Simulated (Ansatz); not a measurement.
CoSi₆, relaxed as a sextet with UKS r2SCAN-D4/def2-SVP in Ansatz, starting from the r2SCAN-D4/def2-SVP geometry of the neutral doublet. Force threshold 0.02 eV/Å.

The relaxation made no stability test and no search for a lower SCF solution. At r2SCAN-D4/def2-SVP a quartet of charge 0 lies 0.97 eV below the sextet, each at its own geometry. The structure comes from a short search, and lower isomers may exist.

Start:

```
atom   x (Å)   y (Å)   z (Å)
 Co1  -1.468   0.283   0.306
 Si2   1.066  -0.330   1.292
 Si3  -0.057  -1.192  -0.706
 Si4  -0.951  -1.645   1.458
 Si5   1.819   0.291  -0.943
 Si6  -0.528   0.881  -1.851
 Si7   0.119   1.713   0.445
```

(1) Estimate the energy that the relaxation releases and the steps that it takes.

(2) Does the start keep its bonding?

(3) Predict the relaxed structure.

## Answers

(1) 13.8 kcal/mol, in 8 steps; 90 s on 4 threads of Arm Neoverse V1 on a shared host. No frequencies were taken in this run, so the end may be a saddle point.

(2) By distances, no bond broke or formed. The bond that changes most is Co1–Si2, from 2.79 to 2.49 Å (atoms count from 1).

(3) 
Cartesian coordinates in Å:
```
Co -1.472 0.280 0.518
Si 0.838 -0.199 1.310
Si -0.006 -1.229 -0.769
Si -0.940 -1.843 1.324
Si 1.915 0.228 -0.865
Si -0.636 0.872 -1.717
Si 0.302 1.891 0.200
```
Bond lengths: 9 × Si–Si 2.36 to 2.55 Å; 5 × Co–Si 2.33 to 2.49 Å.
